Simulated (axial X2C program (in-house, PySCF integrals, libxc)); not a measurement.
## Ionising VO

Computed with an in-house all-electron X2C program for linear molecules (integrals from PySCF), spin-free (one-electron X2C) or two-component (2c: spin–orbit coupling with atomic mean-field Coulomb and Gaunt terms, which also bring small scalar terms), in Dyall basis sets with cores contracted in-house; open shells are unrestricted.

Basis sets: O dyall-av3z, V dyall-cv3z.

```tsv
Hamiltonian	level	VO state	Re (Å)	ωe (cm⁻¹)	De (eV)
spin-free	PBE0	M_S = 3/2, Λ = 0	1.567	1070.1	n/a
2c	PBE0	Ω = 3/2	1.567	1069.8	n/a
```

Adiabatic ionisation energy (minimum to minimum, no zero-point term) and constants of VO⁺:

| Hamiltonian | level | VO⁺ state | IE (eV) | Re (Å) | ωe (cm⁻¹) | De (eV) | fragments |
| --- | --- | --- | --- | --- | --- | --- | --- |
| spin-free | PBE0 | M_S = 1, Λ = 0 | 7.44 | 1.525 | 1162.7 | 5.56 | V+ + O |
| 2c | PBE0 | Ω = 1 | 7.44 | 1.525 | 1162.6 | n/a | V+ + O |

(1) Add the zero-point terms to the ionisation energy at PBE0, 2c, and say whether the electron removed was bonding.

Each entry is the lowest single determinant of a limited PBE0 search at one distance. De goes to single-determinant-based atoms at the same level (for ions the charge split of lowest energy) and is withheld (n/a) where an atom does not fit its ground term or J level. Main or longest-lived isotopes. One determinant is a doubtful description, or other states lie close, for VO, VO⁺; these need not be ground states, and all values refer to the states named. Some open-shell Ω = 0 determinants are out of reach, so the Ω given for VO⁺ need not be the lowest component. With several unpaired electrons the Ω given is that of one determinant, not necessarily of the lowest component. The functionals have no current term, which raises determinants with orbital currents.

Answers

(1) IE0 = IE + (ωe⁺ − ωe)/2 = 7.44 + (0.006) = 7.45 eV. Re changes by -0.042 Å, so the bond shortens, as on loss of an antibonding or a polarising non-bonding electron.
